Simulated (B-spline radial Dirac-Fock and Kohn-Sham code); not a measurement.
**Binding energies of Ga⁷⁺ at several levels of theory**

System: the Ga⁷⁺ ion, [Ar] 3d6.

The density-functional columns are spherical, spin-unpolarised Dirac-Kohn-Sham results without Breit or QED terms: −ε is minus the orbital energy of the initial state and ΔSCF the difference of two total energies. The reference in the last column comes from Dirac-Fock (average of configuration) total-energy differences with a finite nucleus, the Breit interaction including its frequency dependence, and self-energy and vacuum-polarisation corrections. All numbers are from a radial finite-basis atomic code, in eV; a selection of levels is shown. The Kohn-Sham columns are given as differences from the reference. For the 1s level of heavy atoms much of the gap between ΔSCF and the reference is the Breit and QED part, -20.2 eV here; for other levels the error of the functional can be larger.

| level | PBE −ε − DF | PBE ΔSCF − DF | LDA −ε − DF | LDA ΔSCF − DF | Dirac-Fock |
| --- | --- | --- | --- | --- | --- |
| K | -160.4 | +38.0 | -179.6 | +18.2 | 10541.6 |
| L1 | -62.9 | -25.1 | -65.1 | -27.1 | 1481.5 |
| L2 | -46.2 | -1.3 | -46.9 | -1.9 | 1319.9 |
| L3 | -46.8 | -2.8 | -47.3 | -3.3 | 1292.7 |
| M1 | -27.5 | -11.5 | -28.3 | -12.2 | 319.3 |
| M2 | -19.8 | -3.9 | -20.0 | -4.0 | 263.9 |
| M3 | -19.8 | -4.0 | -20.0 | -4.2 | 259.8 |
| M4,5 | -14.0 | +1.8 | -13.7 | +2.1 | 173.2 |

Values without a named source are computed, but for edge energies of neutral atoms, which are taken from tables.
